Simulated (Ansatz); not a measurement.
Level of theory: B3LYP-D3(BJ)/def2-SVP (Ansatz, a first-principles code). No frequencies were computed at this level.

Ansatz 0.2 input:
```yaml
crystal:
  periodic: [false, false, false]
  atoms:
    - { symbol: B, position_ang: [-2.137523, -1.709864, -0.365727] }
    - { symbol: C, position_ang: [-1.225963, -0.462705, -0.125906] }
    - { symbol: C, position_ang: [-1.860496, 0.768748, 0.044576] }
    - { symbol: C, position_ang: [-1.2994, 2.014622, 0.262658] }
    - { symbol: F, position_ang: [-2.214552, 3.012491, 0.381251] }
    - { symbol: C, position_ang: [0.014426, 2.444259, 0.385905] }
    - { symbol: C, position_ang: [1.15701, 1.669399, 0.31368] }
    - { symbol: C, position_ang: [1.251113, 0.305608, 0.103347] }
    - { symbol: C, position_ang: [2.440444, -0.425834, 0.039214] }
    - { symbol: C, position_ang: [2.139417, -1.764957, -0.185575] }
    - { symbol: C, position_ang: [0.758855, -1.916794, -0.269764] }
    - { symbol: C, position_ang: [0.1503, -0.669857, -0.099704] }
    - { symbol: H, position_ang: [-2.582157, -2.286818, 0.547389] }
    - { symbol: H, position_ang: [-2.392889, -2.040472, -1.456352] }
    - { symbol: H, position_ang: [-2.943168, 0.769634, 0.000477] }
    - { symbol: H, position_ang: [0.132526, 3.505785, 0.557884] }
    - { symbol: H, position_ang: [2.098236, 2.192556, 0.436666] }
    - { symbol: H, position_ang: [3.42605, -0.011503, 0.146721] }
    - { symbol: H, position_ang: [2.860937, -2.557432, -0.279536] }
    - { symbol: H, position_ang: [0.226833, -2.836864, -0.437205] }
basis:
  gaussian: { orbitals: def2-svp }
hamiltonian:
  xc: b3lyp
  dispersion: d3bj
relax:
  max_steps: 150
```

Output:

```
[...]
reference -13881.39069568 eV, -510.1316989216 hartree; 41, 41 occupied and 167, 167 virtual orbitals, 2429 factors
relax step   2: F+E_penalty+E_count = -13882.50955091 eV  Δ(F+E_penalty+E_count) = -9.996e-2 eV  max|allowed force component| = 3.770e-1 eV/Å  Δτ_max = 0.0355 Å  (35 SCF iters, accepted)
these checks for a lower state are left out or cut short: starts, cluster_reference, orbital_swaps, neighbouring_geometries, increment
2429 factors; integrals over basis functions are off by at most 4.0e-4 eV
mean field evaluation 32: about -13881.4026 eV, gradient 1.2e-5 eV
mean field -13881.40263607 eV, -510.1321377230 hartree, gradient 1.2e-5 eV, S^2 0.000000; 0 other end points of the search recorded, 0 dependent functions left out
reference -13881.40294476 eV, -510.1321490670 hartree; 41, 41 occupied and 167, 167 virtual orbitals, 2429 factors
relax step   3: F+E_penalty+E_count = -13882.51978226 eV  Δ(F+E_penalty+E_count) = -1.023e-2 eV  max|allowed force component| = 1.518e-1 eV/Å  Δτ_max = 0.0482 Å  (36 SCF iters, accepted)
these checks for a lower state are left out or cut short: starts, cluster_reference, orbital_swaps, neighbouring_geometries, increment
2429 factors; integrals over basis functions are off by at most 4.0e-4 eV
mean field -13881.40814303 eV, -510.1323400998 hartree, gradient 1.5e-5 eV, S^2 0.000000; 0 other end points of the search recorded, 0 dependent functions left out
reference -13881.40845172 eV, -510.1323514442 hartree; 41, 41 occupied and 167, 167 virtual orbitals, 2429 factors
relax step   4: F+E_penalty+E_count = -13882.52533761 eV  Δ(F+E_penalty+E_count) = -5.555e-3 eV  max|allowed force component| = 1.341e-1 eV/Å  Δτ_max = 0.0791 Å  (33 SCF iters, accepted)
these checks for a lower state are left out or cut short: starts, cluster_reference, orbital_swaps, neighbouring_geometries, increment
2429 factors; integrals over basis functions are off by at most 4.0e-4 eV
mean field -13881.41123340 eV, -510.1324536691 hartree, gradient 1.1e-5 eV, S^2 0.000000; 0 other end points of the search recorded, 0 dependent functions left out
reference -13881.41154221 eV, -510.1324650175 hartree; 41, 41 occupied and 167, 167 virtual orbitals, 2429 factors
relax step   5: F+E_penalty+E_count = -13882.52819933 eV  Δ(F+E_penalty+E_count) = -2.862e-3 eV  max|allowed force component| = 1.169e-1 eV/Å  Δτ_max = 0.0431 Å  (34 SCF iters, accepted)
these checks for a lower state are left out or cut short: starts, cluster_reference, orbital_swaps, neighbouring_geometries, increment
2429 factors; integrals over basis functions are off by at most 4.1e-4 eV
mean field -13881.42957313 eV, -510.1331276415 hartree, gradient 2.5e-5 eV, S^2 0.000000; 0 other end points of the search recorded, 0 dependent functions left out
reference -13881.42988255 eV, -510.1331390125 hartree; 41, 41 occupied and 167, 167 virtual orbitals, 2429 factors
relax step   6: F+E_penalty+E_count = -13882.54694971 eV  Δ(F+E_penalty+E_count) = -1.875e-2 eV  max|allowed force component| = 2.599e-1 eV/Å  Δτ_max = 0.2000 Å  (33 SCF iters, accepted)
these checks for a lower state are left out or cut short: starts, cluster_reference, orbital_swaps, neighbouring_geometries, increment
2429 factors; integrals over basis functions are off by at most 4.1e-4 eV
mean field -13881.44062651 eV, -510.1335338457 hartree, gradient 2.5e-5 eV, S^2 0.000000; 0 other end points of the search recorded, 0 dependent functions left out
reference -13881.44093660 eV, -510.1335452414 hartree; 41, 41 occupied and 167, 167 virtual orbitals, 2429 factors
relax step   7: F+E_penalty+E_count = -13882.55876251 eV  Δ(F+E_penalty+E_count) = -1.181e-2 eV  max|allowed force component| = 5.502e-1 eV/Å  Δτ_max = 0.1947 Å  (33 SCF iters, accepted)
these checks for a lower state are left out or cut short: starts, cluster_reference, orbital_swaps, neighbouring_geometries, increment
2429 factors; integrals over basis functions are off by at most 3.9e-4 eV
mean field evaluation 64: about -13881.4830 eV, gradient 2.9e-1 eV
mean field -13881.48337622 eV, -510.1351048688 hartree, gradient 1.9e-5 eV, S^2 0.000000; 0 other end points of the search recorded, 0 dependent functions left out
reference -13881.48368507 eV, -510.1351162186 hartree; 41, 41 occupied and 167, 167 virtual orbitals, 2429 factors
relax step   8: F+E_penalty+E_count = -13882.60228331 eV  Δ(F+E_penalty+E_count) = -4.352e-2 eV  max|allowed force component| = 2.721e-1 eV/Å  Δτ_max = 0.2000 Å  (34 SCF iters, accepted)
these checks for a lower state are left out or cut short: starts, cluster_reference, orbital_swaps, neighbouring_geometries, increment
2429 factors; integrals over basis functions are off by at most 4.0e-4 eV
mean field -13881.50895835 eV, -510.1360449946 hartree, gradient 2.3e-5 eV, S^2 0.000000; 0 other end points of the search recorded, 0 dependent functions left out
reference -13881.50926590 eV, -510.1360562967 hartree; 41, 41 occupied and 167, 167 virtual orbitals, 2429 factors
relax step   9: F+E_penalty+E_count = -13882.62644137 eV  Δ(F+E_penalty+E_count) = -2.416e-2 eV  max|allowed force component| = 2.713e-1 eV/Å  Δτ_max = 0.2000 Å  (33 SCF iters, accepted)
these checks for a lower state are left out or cut short: starts, cluster_reference, orbital_swaps, neighbouring_geometries, increment
2429 factors; integrals over basis functions are off by at most 4.0e-4 eV
mean field -13881.52891375 eV, -510.1367783419 hartree, gradient 2.4e-5 eV, S^2 0.000000; 0 other end points of the search recorded, 0 dependent functions left out
reference -13881.52922069 eV, -510.1367896218 hartree; 41, 41 occupied and 167, 167 virtual orbitals, 2429 factors
relax step  10: F+E_penalty+E_count = -13882.64672741 eV  Δ(F+E_penalty+E_count) = -2.029e-2 eV  max|allowed force component| = 2.062e-1 eV/Å  Δτ_max = 0.2000 Å  (34 SCF iters, accepted)
these checks for a lower state are left out or cut short: starts, cluster_reference, orbital_swaps, neighbouring_geometries, increment
2429 factors; integrals over basis functions are off by at most 4.3e-4 eV
mean field -13881.54050005 eV, -510.1372041306 hartree, gradient 1.6e-5 eV, S^2 0.000000; 0 other end points of the search recorded, 0 dependent functions left out
reference -13881.54080753 eV, -510.1372154305 hartree; 41, 41 occupied and 167, 167 virtual orbitals, 2429 factors
relax step  11: F+E_penalty+E_count = -13882.65687066 eV  Δ(F+E_penalty+E_count) = -1.014e-2 eV  max|allowed force component| = 3.260e-1 eV/Å  Δτ_max = 0.1999 Å  (35 SCF iters, accepted)
these checks for a lower state are left out or cut short: starts, cluster_reference, orbital_swaps, neighbouring_geometries, increment
2429 factors; integrals over basis functions are off by at most 4.1e-4 eV
mean field evaluation 96: about -13881.5451 eV, gradient 1.7e-5 eV
mean field -13881.54513973 eV, -510.1373746360 hartree, gradient 1.7e-5 eV, S^2 0.000000; 0 other end points of the search recorded, 0 dependent functions left out
reference -13881.54544695 eV, -510.1373859261 hartree; 41, 41 occupied and 167, 167 virtual orbitals, 2429 factors
relax step  12: F+E_penalty+E_count = -13882.66297487 eV  Δ(F+E_penalty+E_count) = -6.104e-3 eV  max|allowed force component| = 3.465e-1 eV/Å  Δτ_max = 0.1060 Å  (35 SCF iters, accepted)
these checks for a lower state are left out or cut short: starts, cluster_reference, orbital_swaps, neighbouring_geometries, increment
2429 factors; integrals over basis functions are off by at most 4.1e-4 eV
mean field -13881.55401315 eV, -510.1377007279 hartree, gradient 2.1e-5 eV, S^2 0.000000; 0 other end points of the search recorded, 0 dependent functions left out
reference -13881.55432016 eV, -510.1377120105 hartree; 41, 41 occupied and 167, 167 virtual orbitals, 2429 factors
relax step  13: F+E_penalty+E_count = -13882.67182523 eV  Δ(F+E_penalty+E_count) = -8.850e-3 eV  max|allowed force component| = 2.485e-2 eV/Å  Δτ_max = 0.0992 Å  (34 SCF iters, accepted)
these checks for a lower state are left out or cut short: starts, cluster_reference, orbital_swaps, neighbouring_geometries, increment
2429 factors; integrals over basis functions are off by at most 4.1e-4 eV
mean field -13881.55505613 eV, -510.1377390568 hartree, gradient 1.2e-5 eV, S^2 0.000000; 0 other end points of the search recorded, 0 dependent functions left out
reference -13881.55536303 eV, -510.1377503352 hartree; 41, 41 occupied and 167, 167 virtual orbitals, 2429 factors
relax step  14: F+E_penalty+E_count = -13882.67277644 eV  Δ(F+E_penalty+E_count) = -9.512e-4 eV  max|allowed force component| = 3.203e-2 eV/Å  Δτ_max = 0.0628 Å  (35 SCF iters, accepted)
these checks for a lower state are left out or cut short: starts, cluster_reference, orbital_swaps, neighbouring_geometries, increment
2429 factors; integrals over basis functions are off by at most 4.1e-4 eV
mean field -13881.55560721 eV, -510.1377593086 hartree, gradient 1.5e-5 eV, S^2 0.000000; 0 other end points of the search recorded, 0 dependent functions left out
reference -13881.55591407 eV, -510.1377705857 hartree; 41, 41 occupied and 167, 167 virtual orbitals, 2429 factors
relax step  15: F+E_penalty+E_count = -13882.67313778 eV  Δ(F+E_penalty+E_count) = -3.613e-4 eV  max|allowed force component| = 5.399e-2 eV/Å  Δτ_max = 0.0953 Å  (34 SCF iters, accepted)
these checks for a lower state are left out or cut short: starts, cluster_reference, orbital_swaps, neighbouring_geometries, increment
2429 factors; integrals over basis functions are off by at most 4.1e-4 eV
mean field -13881.55569430 eV, -510.1377625093 hartree, gradient 2.1e-5 eV, S^2 0.000000; 0 other end points of the search recorded, 0 dependent functions left out
reference -13881.55600113 eV, -510.1377737849 hartree; 41, 41 occupied and 167, 167 virtual orbitals, 2429 factors
relax step  16: F+E_penalty+E_count = -13882.67336471 eV  Δ(F+E_penalty+E_count) = -2.269e-4 eV  max|allowed force component| = 2.687e-2 eV/Å  Δτ_max = 0.0117 Å  (29 SCF iters, accepted)
these checks for a lower state are left out or cut short: starts, cluster_reference, orbital_swaps, neighbouring_geometries, increment
2429 factors; integrals over basis functions are off by at most 4.1e-4 eV
mean field evaluation 128: about -13881.5558 eV, gradient 1.5e-5 eV
mean field -13881.55576569 eV, -510.1377651328 hartree, gradient 1.5e-5 eV, S^2 0.000000; 0 other end points of the search recorded, 0 dependent functions left out
reference -13881.55607251 eV, -510.1377764079 hartree; 41, 41 occupied and 167, 167 virtual orbitals, 2429 factors
relax step  17: F+E_penalty+E_count = -13882.67344568 eV  Δ(F+E_penalty+E_count) = -8.097e-5 eV  max|allowed force component| = 9.635e-3 eV/Å  Δτ_max = 0.0130 Å  (30 SCF iters, accepted)
these checks for a lower state are left out or cut short: starts, cluster_reference, orbital_swaps, neighbouring_geometries, increment
2429 factors; integrals over basis functions are off by at most 4.1e-4 eV
mean field -13881.55578533 eV, -510.1377658544 hartree, gradient 2.0e-5 eV, S^2 0.000000; 0 other end points of the search recorded, 0 dependent functions left out
reference -13881.55609213 eV, -510.1377771291 hartree; 41, 41 occupied and 167, 167 virtual orbitals, 2429 factors
relax step  18: F+E_penalty+E_count = -13882.67346552 eV  Δ(F+E_penalty+E_count) = -1.984e-5 eV  max|allowed force component| = 6.969e-3 eV/Å  Δτ_max = 0.0116 Å  (28 SCF iters, accepted)
2429 factors; integrals over basis functions are off by at most 4.1e-4 eV
mean field -13881.55578533 eV, -510.1377658544 hartree, gradient 2.0e-5 eV, S^2 0.000000; 1 other end points of the search recorded, 0 dependent functions left out
reference -13881.55609213 eV, -510.1377771291 hartree; 41, 41 occupied and 167, 167 virtual orbitals, 2429 factors
Total energy: -13882.67377232 eV, -510.1788511184 hartree
Atom 0 at    -2.216220    -1.678254    -0.339286 Å, force    -0.003346    -0.000743    -0.001830 eV/Å
Atom 1 at    -1.233200    -0.489430    -0.106206 Å, force     0.001591    -0.000538     0.000900 eV/Å
Atom 2 at    -1.864365     0.751529     0.113825 Å, force    -0.000294    -0.003212    -0.000498 eV/Å
Atom 3 at    -1.320487     2.015747     0.352298 Å, force    -0.002064     0.000143    -0.000356 eV/Å
Atom 4 at    -2.234967     2.989671     0.518839 Å, force     0.001264     0.000979     0.000322 eV/Å
Atom 5 at     0.001452     2.442739     0.447812 Å, force    -0.000335    -0.000942     0.000130 eV/Å
Atom 6 at     1.151103     1.660030     0.319954 Å, force    -0.000479     0.000301    -0.000015 eV/Å
Atom 7 at     1.267174     0.296767     0.071864 Å, force     0.000461    -0.002613     0.000630 eV/Å
Atom 8 at     2.487331    -0.395828    -0.038330 Å, force     0.002146     0.006969     0.000988 eV/Å
Atom 9 at     2.207428    -1.748983    -0.290388 Å, force    -0.006798    -0.004941    -0.001178 eV/Å
Atom 10 at     0.814598    -1.947869    -0.346214 Å, force     0.006440    -0.000139     0.000121 eV/Å
Atom 11 at     0.164833    -0.717909    -0.129459 Å, force    -0.000960     0.001722    -0.000770 eV/Å
Atom 12 at    -3.402851    -1.465461    -0.307401 Å, force     0.005698    -0.001976    -0.000244 eV/Å
Atom 13 at    -1.839095    -2.799291    -0.551059 Å, force    -0.002296     0.004452     0.002050 eV/Å
Atom 14 at    -2.956665     0.753327     0.100580 Å, force     0.000479     0.000951     0.000033 eV/Å
Atom 15 at     0.126453     3.509933     0.644935 Å, force    -0.000671    -0.000571    -0.000180 eV/Å
Atom 16 at     2.099063     2.196615     0.431031 Å, force     0.000741     0.000673     0.000061 eV/Å
Atom 17 at     3.473393     0.057756     0.058313 Å, force    -0.001009    -0.004516    -0.000910 eV/Å
Atom 18 at     2.954455    -2.532869    -0.423858 Å, force     0.003158     0.003866     0.000763 eV/Å
Atom 19 at     0.320567    -2.898218    -0.527251 Å, force    -0.003727     0.000135    -0.000018 eV/Å
Dipole moment:     0.281093     0.089933     0.020458 e Å
```

Cost: around 9 core-minutes (rough).
